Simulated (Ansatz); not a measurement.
```xyz
2

H     0.0000    0.0000   -1.3826
Br    0.0000    0.0000    0.0395
```

Basis set: 6-31G* (spherical functions). Left uncorrelated: 9 orbitals. Charge 0, multiplicity 1.

Computed with Ansatz (development build ahead of 0.2.0); each method stands on the lowest determinant of its kind that the runs found. Restricted open shells among the atoms or ions are ROHF, correlated in semicanonical orbitals with singles.

The atomization energy at this shape (free ground-state atoms in the same class of orbitals less the molecule, no zero-point energy) of singlet HBr:

```
 method  atomization energy
RHF-MP2             3.38 eV
```

Question: What does RHF give?

Answer: 2.77 eV.
